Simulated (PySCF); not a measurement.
# One molecule, several mistakes: CH6NSi2

All numbers below are calculated, not measured. They come from PySCF 2.14.0, an open-source quantum chemistry program, on an isolated molecule that a program drew, which may never have been made. The molecule is CH6NSi2 (charge 0, doublet), drawn as the SMILES string `[CH2][SiH2]N=[SiH2]`.

Each row is a Hartree-Fock (HF) and frozen-core CCSD(T) single point in the cc-pV(D+d)Z basis, meant for a local HF minimum. Run 1 is clean. Each other run has one planted mistake out of seven kinds, and not every kind appears here: one electron removed, one electron added, multiplicity raised by two, geometry at a saddle point, minimal basis STO-3G, one bond length entered in bohr, all coordinates scaled. The reference is restricted for singlets and unrestricted otherwise, and also for a bond in bohr. Adding or removing an electron swaps singlet and doublet. Electrons count all cores. HOMO and LUMO are orbital energies over both spins, the gradient is its largest component, and the lowest frequency (negative if imaginary) is given only where the gradient is small. Bond lengths are over the 9 bonds as drawn. T1 is the CCSD diagnostic: over 0.02 (restricted) or 0.045 (unrestricted) a single reference is doubtful.

Geometry of the clean run:
```xyz
10
CH6NSi2, angstrom
C    -0.9559    2.6502   -1.5359
Si    0.4151    1.7946   -0.6184
N    -0.1103    0.2973   -0.0115
Si   -0.3603   -0.8498    1.0062
H    -1.7492    2.1037   -2.0396
H    -0.9966    3.7300   -1.6589
H     0.8898    2.7241    0.4431
H     1.5695    1.5683   -1.5277
H     0.0265   -0.8546    2.4304
H    -1.0372   -2.1064    0.6462
```

```
run  electrons  basis functions  <S^2>  HOMO (eV)  LUMO (eV)  gradient (hartree/bohr)  lowest frequency (cm^-1)  mean bond (Å)  longest bond (Å)      T1  HF (hartree)  CCSD(T) (hartree)               mistake
  1         47              104  0.760      -9.77       1.53                  2.7e-06                        59         1.4676             1.858  0.0167    -673.64287         -674.18463              no fault
  2         48              104  0.000      -0.20       5.39                  6.2e-02                         -         1.4676             1.858  0.0428    -673.58081         -674.17498    one electron added
  3         46              104  0.000     -14.59      -6.36                  6.0e-02                         -         1.4676             1.858  0.0343    -673.34663         -673.87059  one electron removed
  4         47              104  1.944      -7.99       1.70                  6.9e-02                         -         1.6356             3.211  0.0439    -673.49695         -674.01341                     ?
  5         47              104  3.784      -6.05       0.06                  1.3e-01                         -         1.4676             1.858  0.0222    -673.54681         -674.05331                     ?
```

**Which mistake was planted in run 4, and what did it cost?**

The mean bond changes by a factor of 1.114 and the longest by 1.728, so the molecule wasn't scaled as a whole. A length L in bohr read as angstrom grows by (1/0.5292 - 1) L = 0.890 L. The 9 bonds together grew by 9 x 0.1680 = 1.512 Å, which gives L = 1.699 Å. That is bond Si2-N3, 1.699 Å in the clean geometry. So the mistake is: one bond length entered in bohr. Subtracting run 1 and multiplying by 627.51 kcal/mol a hartree, the energy moved by 91.6 kcal/mol in HF and 107.4 kcal/mol in CCSD(T).

**Which mistake was planted in run 5, and what did it cost?**

Electrons, basis and geometry are unchanged, and <S^2> is 3.784, beside S(S+1) = 3.75 for a multiplicity of 4. So the mistake is: multiplicity raised by two. Subtracting run 1 and multiplying by 627.51 kcal/mol a hartree, the energy moved by 60.3 kcal/mol in HF and 82.4 kcal/mol in CCSD(T).

Cautions from the logs. Run 2: T1 is over the limit, so its CCSD(T) energy is less reliable and the added electron raises the CCSD(T) energy, so it isn't bound in this basis; run 3: T1 is over the limit, so its CCSD(T) energy is less reliable.
